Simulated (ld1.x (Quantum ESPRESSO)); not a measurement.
# Before and after: TM potential for Ce (Z = 58)

| Quantity | Value |
| --- | --- |
| Element | Ce |
| Generator | ld1.x (Quantum ESPRESSO) 7.5 |
| Type | norm-conserving Troullier–Martins (Kleinman–Bylander form) |
| Functional | PBE |
| Relativity | scalar-relativistic |
| Frozen core | [Kr] 4d10 4f1 |
| Valence charge | 11 |
| Reference configuration | 5s2 5p6 5d1 6s1 6p1 |
| Partial waves | 5p (bound): rc 2.60 bohr; 5d (bound): rc 2.85 bohr; 5s (bound): rc 1.55 bohr |
| Local potential | the s channel |
| Core correction | none |

Occupied shells without a wave of their own: 6p, 6s. They enter only through the test configuration that unscreens the potential.

All-electron outer shells of the reference configuration (PBE, scalar-relativistic, ld1.x):

| shell | level (eV) | outermost node (bohr) | outermost maximum (bohr) |
| --- | --- | --- | --- |
| 4d | -111.62 | 0.31 | 0.66 |
| 5s | -41.73 | 0.75 | 1.37 |
| 5p | -24.34 | 0.81 | 1.55 |
| 4f | -6.51 | – | 0.71 |
| 6s | -4.37 | 1.81 | 3.68 |
| 5d | -3.96 | 0.92 | 2.15 |
| 6p | -1.87 | 2.14 | 4.84 |

Change: all radii scaled by about 1.24 (s 1.92, p 3.22, d 3.54 bohr).

Cutoffs: the cutoffs (Ry, on a coarse ladder) from which the occupation-weighted sum of valence levels, in a spherical-Bessel basis at the reference potential, stays within 10 and 1 mRy of its value at 400 Ry; they do not see the model core or the augmentation charge, which bear on the density cutoff. Errors are all-electron minus pseudo energies relative to the spin-unpolarised reference configuration.

Task: Predict the effect on cutoff, ghosts and configuration errors.

Result: The potential gets softer (50 Ry and 90 Ry → 40 Ry and 60 Ry); the miss of the reference levels goes from 0.05 to 0.21 eV; of the 7 tests that both files solve, the error grows in 7 and shrinks in 0 by more than 15 % and 0.3 meV (median size 42.5 → 185.6 meV); neither file shows a bound ghost. A larger radius leaves more room for a smooth pseudo-wave, so fewer plane waves are needed. More of the atom is replaced by a form fitted at one configuration, so other configurations suffer.

| quantity | base | changed |
| --- | --- | --- |
| cutoff, loose | 50 Ry | 40 Ry |
| cutoff, tight | 90 Ry | 60 Ry |
| loose cutoff by channel (10 mRy a level) | p 10 Ry, d 10 Ry, s 45 Ry | p 10 Ry, d 10 Ry, s 35 Ry |
| bound ghosts | none | none |
| largest miss of a reference level, eV | 0.05 | 0.21 |
| error for 5s2 5p6 5d1 6s2 6p0, meV [ΔE -2.45 eV] | +22 | +162 |
| error for 5s2 5p6 5d1 6s1 6p0, meV [ΔE 3.62 eV] | -42 | -61 |
| error for 5s2 5p6 5d1 6s0 6p0, meV [ΔE 14.70 eV] | -147 | -452 |
| error for 5s2 5p6 5d0 6s2 6p1, meV [ΔE -0.15 eV] | +57 | +260 |
| error for 5s2 5p6 5d1 6s0 6p1, meV [ΔE 6.67 eV] | -65 | -284 |
| error for 5s2 5p6 5d1 6s0 6p2, meV [ΔE 2.55 eV] | -22 | -186 |
| error for 5s2 5p6 5d1.5 6s1.5 6p0, meV [ΔE -2.05 eV] | -0.1 | +61 |

Changed file: The 6p, 6s levels have no wave, so the channel is fitted at the deeper level alone: the likely source of the large errors.
